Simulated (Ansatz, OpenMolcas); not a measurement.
# Computed against measured: dipole moment

10 molecules; the dipole moment in D, computed less measured. Shapes, held fixed at every level: PBE0-D4/def2-TZVP. No vibrational averaging. Dipoles are compared by magnitude; molecules under 1 D, whose direction can flip, are left out. Programs: Ansatz 0.2.0, OpenMolcas 26.06. Measured values: NIST CCCBDB.

Levels: A = PBE-D4/def2-TZVPP; B = r2SCAN-D4/def2-TZVPP; C = B3LYP/6-31G* (Cartesian functions); D = wB97M-V/def2-TZVPP.

```
                      molecule  measured      A      B      C      D
        BrF (bromine fluoride)      1.42  -0.18  -0.17  -0.09  +0.02
            CuF (fluorocopper)      5.77  -1.19  -0.87  -1.61  -0.38
  HBS (hydrogen boron sulfide)      1.30  -0.10  +0.08  +0.24  +0.13
         CH3Cl (chloromethane)      1.87  -0.05  +0.05  +0.14  +0.01
            CH3N (methanimine)      2.00  -0.11  -0.04  -0.05  +0.01
CHCl2F (dichlorofluoromethane)      1.29  -0.13  -0.06  +0.05  -0.04
    SCl2O2 (sulfuryl chloride)      1.81  -0.18  -0.13  -0.33  +0.14
         C2H3Cl (SMILES C=CCl)      1.45  -0.19  -0.09  +0.06  -0.07
        C2H6O (dimethyl ether)      1.30  -0.20  -0.15  -0.06  -0.08
               C4H5N (pyrrole)      1.84  +0.09  +0.10  +0.10  +0.11
```

(1) Sum up the errors.

## Answers

(1) 
```json
{"level": "PBE-D4/def2-TZVPP", "kind": "GGA", "mean error": "-0.224", "mean absolute error": "0.242", "worst case": "CuF"}
{"level": "r2SCAN-D4/def2-TZVPP", "kind": "meta-GGA", "mean error": "-0.128", "mean absolute error": "0.174", "worst case": "CuF"}
{"level": "B3LYP/6-31G* (Cartesian functions)", "kind": "global hybrid", "mean error": "-0.155", "mean absolute error": "0.273", "worst case": "CuF"}
{"level": "wB97M-V/def2-TZVPP", "kind": "range-separated hybrid", "mean error": "-0.015", "mean absolute error": "0.099", "worst case": "CuF"}
```

On this set wB97M-V/def2-TZVPP has the smallest mean absolute error and B3LYP/6-31G* (Cartesian functions) the largest. Without CuF the largest would be that of PBE-D4/def2-TZVPP. PBE-D4/def2-TZVPP is too low in 9 of 10; r2SCAN-D4/def2-TZVPP is too low in 7 of 10. All levels miss CuF on one side, which points to its shape or to the tabulated value. The levels differ in basis as well as in method. The tabulated value of C4H5N is in doubt (older tables, estimates, or at odds with other calculations) and kept here. Over the 9 molecules whose values aren't doubted the mean absolute errors are A 0.259; B 0.182; C 0.292; D 0.098. The largest two are near a tie. Relativity is left out for Br, Cu. The set is small.
